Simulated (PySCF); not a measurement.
Isomers of [C6H12N]+ (charge +1), one GFN2-xTB conformer each. Single-point energies are computed at PBE0/pcSseg-1 (PySCF, gas phase, no added dispersion term), electronic only.

| SMILES | GFN2-xTB relative energy (kJ/mol) |
| --- | --- |
| C[N+]#CCC(C)C | 0.0 |
| CCC#CC[NH2+]C | 112.2 |
| C=CCC=[N+](C)C | 24.0 |

Conformers: `[CH3:1][N+:2]#[C:3][CH2:4][CH:5]([CH3:6])[CH3:7]` (charge +1) with C3–C4–C5–C6 173°; `[CH3:1][CH2:2][C:3]#[C:4][CH2:5][NH2+:6][CH3:7]` (charge +1) with C4–C5–N6–C7 180°; `[CH2:1]=[CH:2][CH2:3][CH:4]=[N+:5]([CH3:6])[CH3:7]` (charge +1) with C1–C2–C3–C4 -122°, C2–C3–C4–N5 84°.

Task: What does PBE0/pcSseg-1 give for the same structures?

Result: 
| SMILES | PBE0/pcSseg-1 E (Eh) | PBE0/pcSseg-1 (kJ/mol) | GFN2-xTB (kJ/mol) | point group |
| --- | --- | --- | --- | --- |
| C[N+]#CCC(C)C | -289.94890 | 0.0 | 0.0 | C1 |
| C=CCC=[N+](C)C | -289.94224 | 17.5 | 24.0 | C1 |
| CCC#CC[NH2+]C | -289.91637 | 85.4 | 112.2 | C1 |

Both levels put the same isomer lowest; measured from each level's own lowest isomer, the values differ by up to 26.8 kJ/mol (CCC#CC[NH2+]C: 112.2 against 85.4). As drawn, the highest has an N–H bond, which the lowest lacks. Neighbours under 21 kJ/mol apart (C[N+]#CCC(C)C and C=CCC=[N+](C)C) can change places with a better method, another conformer or zero-point energy.

Task: Which frontier levels and rotational constants go with these structures?

Result: 
```json
{"SMILES": "C[N+]#CCC(C)C", "HOMO (eV, PBE0/pcSseg-1)": "-13.62", "LUMO (eV)": "-5.67", "A, B, C (MHz)": "6548, 1167, 1054"}
{"SMILES": "C=CCC=[N+](C)C", "HOMO (eV, PBE0/pcSseg-1)": "-11.95", "LUMO (eV)": "-6.57", "A, B, C (MHz)": "5022, 1558, 1379"}
{"SMILES": "CCC#CC[NH2+]C", "HOMO (eV, PBE0/pcSseg-1)": "-11.58", "LUMO (eV)": "-4.43", "A, B, C (MHz)": "12812, 806.5, 778.3"}
```
